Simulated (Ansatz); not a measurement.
**One elementary step**

Start structure (AlN2H5O, closed shell), relaxed at PBE0-D4/def2-TZVP:

```xyz
9
angstrom
Al -0.0557 0.1647 -0.2031
N 1.4296 0.8002 0.5022
N -0.8424 -1.2757 0.4552
H -0.5079 -1.8039 1.2436
O -0.6825 1.0061 -1.5378
H 1.9212 0.4147 1.2897
H 1.9040 1.6171 0.1560
H -1.6877 -1.6884 0.0990
H -1.4784 0.7652 -2.0048
```

The step: AlN₂H₅O ([NH2][Al]([NH2])[OH]) → AlNH₂O ([NH][Al][OH]) + NH₃ (still joined by a long Al–N bond); bonds formed: N2–H4; bonds broken: N3–H4; bonds weakened to dative contacts: Al1–N2. Computed with Ansatz 0.2.0 (basis: def2-TZVPP and def2-QZVPP); correlated methods freeze the cores. Extrapolation: Hartree–Fock as exp(−7.88 √X), correlation as X^−2.97. Energies below are by CCSD(T) at an estimated basis limit (MP2 extrapolated from triple and quadruple zeta, plus CCSD(T) − MP2 in triple zeta).

Task: What are the electronic barrier and the energy of the step, from the start structure to the end structure? (An estimate is asked for; the value comes from the calculation.)

Result: Computed: Barrier 247.2 kJ/mol; step energy 217.6 kJ/mol (uphill); reverse barrier, their difference, 29.6 kJ/mol. Barrier and step energy count from the start structure, the reverse barrier from the end structure.

The saddle point: One imaginary mode of 1090i cm⁻¹.
```csv
pair,start (Å),saddle (Å),end (Å)
N2–H4,3.33,1.20,1.02
Al1–N2,1.76,1.93,1.99
N3–H4,1.01,1.49,2.36
```

Zero-point energy (harmonic, PBE0-D4): ZPE is 169.2 kJ/mol at the start and 163.5 kJ/mol at the saddle, so the barrier goes from 247.2 to 241.5 kJ/mol.

First-order rate constant out of the start structure at 898 K by transition-state theory, with harmonic vibrational free energies alone and no tunnelling: ΔA‡ = 265.4 kJ/mol, so k = (kB T/h) exp(−ΔA‡/kB T) ≈ 10^-2 s⁻¹ (an order of magnitude at best: rotation, the number of equivalent paths and anharmonicity are left out).

T1 diagnostic: at most 0.018.

Labels in which every atom is bracketed show which atoms are joined, not bond orders.

For scale, one of the runs: CCSD(T)/def2-TZVPP, 205 basis functions, launched by `ansatz run in.yaml --threads 4 --pin off --events-out ev --progress --plain --max-ram 9574MiB`. The run took 17 s on 4 CPU threads of an AMD EPYC 9R45 (shared host), with 2.7 GiB of host memory at its peak.
